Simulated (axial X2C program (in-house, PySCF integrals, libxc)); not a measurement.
Spectroscopic constants of SiBr

All values were computed with an in-house relativistic program for diatomic molecules. Spin-free means the one-electron spin-free X2C Hamiltonian; two-component (2c) means X2C with spin–orbit coupling and atomic mean-field two-electron Coulomb and Gaunt terms, so the difference of the two also holds small scalar two-electron terms. Basis: Br dyall-cv3z [8s9p6d4f1g], Si dyall-v3z [8s7p2d1f] (cores contracted in-house); Gaussian nuclei, density fitting, unrestricted open shells. Masses: Br 78.918 u, Si 27.977 u.

The run was started with this input:
```json
{"zs": [35, 14], "q": 0, "bas": ["dyall-cv3z", "dyall-v3z"], "levels": ["PBE0", "HF", "B3LYP"], "cc": true, "r0": 2.3, "thr": -2.0, "nmax": 90, "npts": 10, "nst": 2, "ntry": 6}
```
```bash
python so2c.py task.json out
```

Keys: zs atomic numbers; q charge; bas basis sets; levels methods; cc coupled cluster on or off; r0 starting distance in Å; thr threshold in hartree for freezing inner shells (an s shell follows its p shell); nmax most natural virtual spinors; npts points on the curve; nst determinants followed; ntry starts of the search. HF also brings MP2.

State, spin-free: M_S = 1/2, Λ = 1 (beyond evenly filled blocks: π+α); electrons by block: σα: 12, σβ: 12, π+α: 6, π+β: 5, π-α: 5, π-β: 5, δ+α: 1, δ+β: 1, δ-α: 1, δ-β: 1. Fragments: Br + Si.

State, 2c: Ω = 1/2 (⟨Sz⟩ = -0.50, ⟨Lz⟩ = 1.00 at PBE0); electrons by block: 1/2: 18, -1/2: 17, 3/2: 6, -3/2: 6, 5/2: 1, -5/2: 1. Fragments: Br + Si.

```
Hamiltonian    level  Re (Å)  ωe (cm⁻¹)  ωexe (cm⁻¹)  Be (cm⁻¹)  αe (cm⁻¹)  De (eV)  μ (D)
  spin-free     PBE0   2.233      421.3         1.38     0.1636   0.000805     3.82   0.74
  spin-free       HF   2.251      412.8         1.37      0.161   0.000807     2.43   1.26
  spin-free      MP2   2.233      427.0          1.4     0.1637   0.000803     3.72    n/a
  spin-free     CCSD   2.240      421.9         1.41     0.1627   0.000807     3.48    n/a
  spin-free  CCSD(T)   2.242      420.2         1.41     0.1624   0.000809     3.62    n/a
  spin-free    B3LYP   2.256      401.5         1.39     0.1604   0.000828     3.73   0.92
         2c     PBE0   2.233      421.5         1.39     0.1636   0.000805     3.75   0.71
         2c       HF   2.251      413.4         1.38     0.1611   0.000808     2.29   1.23
         2c      MP2   2.233      427.5          1.4     0.1637   0.000802     3.61    n/a
         2c     CCSD   2.240      422.3         1.41     0.1627   0.000807     3.36    n/a
         2c  CCSD(T)   2.242      420.6         1.42     0.1624   0.000809     3.50    n/a
         2c    B3LYP   2.256      401.6          1.4     0.1604   0.000829     3.61   0.89
```

Correlated methods: 11 electrons correlated (number of frozen shells: Br 3 s, 2 p, 1 d; Si 2 s, 1 p), 183 virtual spin orbitals or spinors in MP2, 90 natural virtuals in coupled cluster.

Dipoles are positive if Si is the positive end.

The state is one determinant whose occupation by symmetry is held fixed; it was picked as the lowest of a PBE0 search that is not exhaustive. Dissociation energies refer to the lowest single-determinant-based atoms at the same level and basis. Density functionals use the spin component along the axis (collinear). Coupled cluster ran in a truncated set of natural virtual spinors; the MP2 energy of the rest was added. (T) has no such correction and the atoms are truncated less, which lowers De at CCSD(T) by a hundredth of an eV or more. In 2c an atomic determinant is not the ground J level, so De misses part of the atomic spin–orbit lowering. This holds for PBE0, MP2, CCSD, CCSD(T), B3LYP. The functionals have no current-density term, which raises determinants with orbital currents, atoms included.

Rough cost a point (2c) on 1 thread(s) of a shared host, integrals apart: PBE0 0.4 s, HF 0.24 s, CCSD(T) 5 s, B3LYP 0.4 s.

The whole task took 120 s on 1 thread of Intel(R) Xeon(R) Processor @ 2.30GHz, on a shared host.
